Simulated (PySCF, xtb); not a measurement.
CH6Cl2OSi2, SMILES Cl[Si]([SiH2]O)(Cl)C.

GFN2-xTB (xtb 6.7.1) at its own geometry gives an orbital gap of 4.56 eV and a dipole moment of 1.76 D.

The structure is a stationary point at PBE0-D3(BJ)/def2-SVP. This is a generated structure with no PubChem entry under its InChIKey; it may be hypothetical. One conformer was computed; it need not be the lowest.

Q: What does PBE/def2-TZVP run with PySCF give? (An estimate is asked for; the answer gives what the named calculation found.)

A: gap 5.01 eV (levels -6.62 and -1.61 eV), dipole 1.26 D.
